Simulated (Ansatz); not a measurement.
The cluster Mo2N2. Total charge 0; quintet. Geometry PBE-D4/def2-TZVP; atoms count from 1.

| atom | x (Å) | y (Å) | z (Å) |
| --- | --- | --- | --- |
| Mo1 | -0.4183 | 0.5551 | -1.0821 |
| Mo2 | 0.0073 | -0.6727 | 1.0962 |
| N3 | -0.0750 | 1.1176 | 0.6453 |
| N4 | 0.4860 | -1.0000 | -0.6595 |

In the def2 sets Mo takes a core potential; there is no spin–orbit coupling. The charge 0 quintet is spin-contaminated (final ⟨S²⟩ up to 6.21, 6.00 for a pure state). The structure comes from a short search, and lower isomers may exist.

Question: Estimate the Mulliken populations from the PBE0/def2-TZVP orbitals of Ansatz.

Answer: 
```csv
atom,charge (e),spin (α − β),d electrons
Mo1,0.67,2.38,4.56
Mo2,0.67,2.39,4.56
N3,-0.67,-0.38,–
N4,-0.67,-0.38,–
```
Mulliken values depend strongly on the basis.

Question: Where does the spin sit?

Answer: Summed by element: Mo 4.77, N -0.77, of 4 unpaired in all. Largest on single atoms: Mo2 2.39, Mo1 2.38, N3 -0.38.

Question: And the Mayer bond orders between heavy atoms (over 0.3)?

Answer: Mo1–Mo2 1.13 (2.54 Å); Mo1–N3 1.48 (1.85 Å); Mo1–N4 1.48 (1.85 Å); Mo2–N3 1.48 (1.85 Å); Mo2–N4 1.48 (1.85 Å).
